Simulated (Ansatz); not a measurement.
Wavefunction ladder for `CC#[N+][Cu-][OH]`

```xyz
9

C     1.529   -0.394   -1.583
C     0.519   -0.121   -0.589
N    -0.285    0.097    0.200
Cu   -1.561    0.442    1.442
O    -2.877    0.830    2.576
H     2.070    0.523   -1.826
H     2.235   -1.133   -1.200
H     1.062   -0.783   -2.489
H    -2.691    0.539    3.470
```

Charge 0, multiplicity 1. For Cu the d shell is correlated and the shells below it are frozen. Scalar relativity is left out up to krypton. Geometry: relaxed with PBE0-D4/def2-TZVP. It is one conformer, not always the lowest. Frozen core, restricted reference, Ansatz.

| basis | HF (Eh) | MP2 corr. | CCSD corr. | (T) | CCSD(T) total |
| --- | --- | --- | --- | --- | --- |
| def2-SVP | -1845.91474 | -0.95565 | -0.93509 | -0.03749 | -1846.88732 |
| def2-TZVPP | -1846.40089 | -1.31403 | -1.24400 | -0.05902 | -1847.70391 |
| def2-QZVPP | -1846.45175 | -1.40028 | – | – | – |
